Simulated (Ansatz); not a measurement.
Mg₄H₈. Charge 0, multiplicity 1. Geometry r2SCAN-D4/def2-SVP, basis def2-TZVP, Ansatz.

Cartesian coordinates in Å:
```
Mg -1.7671 1.1004 0.6628
Mg 0.9519 -1.9599 -0.1593
Mg 0.0058 0.4490 -1.6428
Mg 1.1901 0.8152 0.9040
H 2.0731 -0.7581 0.9212
H 1.3479 1.4216 -0.8321
H -0.3306 -0.3475 0.2034
H -3.3028 0.9518 1.3943
H 0.7750 -3.6277 0.1665
H 0.7372 -1.1720 -1.9483
H -0.1735 1.7698 1.5995
H -1.5070 1.3575 -1.2691
```

```tsv
run	HOMO (eV)	LUMO (eV)
A	-6.98	-1.64
B	-6.05	-1.89
C	-5.84	-2.31
D	-8.39	-0.86
E	-9.74	0.11
F	-8.09	-1.01
```

LC-ωPBE has ω = 0.4 bohr⁻¹. The structure comes from a short search, and lower isomers may exist.

Q: The runs used BHLYP, CAM-B3LYP, LC-ωPBE, PBE, PBE0, r2SCAN. Estimate which is which.

A: A PBE0 (25 % exact exchange); B r2SCAN (0 % exact exchange); C PBE (0 % exact exchange); D CAM-B3LYP (range-separated); E LC-ωPBE (range-separated); F BHLYP (50 % exact exchange). Exact exchange lowers occupied and raises empty levels; among semilocal functionals meta-GGAs tend to open the gap a little, and such runs are hard to tell apart. The gap grows from 3.53 eV (PBE) to 9.85 eV (LC-ωPBE).
